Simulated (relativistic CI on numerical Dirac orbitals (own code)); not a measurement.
**Crystal-field levels of Pd⁵⁺, 4d5**

Calculated by Dirac-Coulomb-Breit CI, orbitals from a KLI potential per configuration, model QED, valence Slater integrals scaled by 0.8, one configuration in a parametric crystal field (own radial code).

Field parameters in Wybourne normalisation: D3d B²₀ = −7Dσ, B⁴₀ = −14Dq − 21Dτ, B⁴₃ = −14√(10/7) Dq. The field is a parameter set, without covalency.

S is read from ⟨S²⟩ = S(S + 1).

Levels (cm⁻¹, degeneracy): 0 (2), 3150 (2), 4764 (2), 21309 (2), 21437 (2), 21907 (2), 22604 (2), 23422 (2), 23689 (2), 28888 (2), 29116 (2), 29323 (2).

Problem. Which field gives this pattern?
A. D3d, 10Dq = 35350, Dσ = -330, Dτ = 360 cm⁻¹
B. D3d, 10Dq = 35350, Dσ = -760, Dτ = 360 cm⁻¹
C. D3d, 10Dq = 35350, Dσ = 110, Dτ = 360 cm⁻¹
D. D3d, 10Dq = 35350, Dσ = 1200, Dτ = 360 cm⁻¹

Solution. A. D3d, 10Dq = 35350, Dσ = -330, Dτ = 360 cm⁻¹, ground level with S = 0.53.
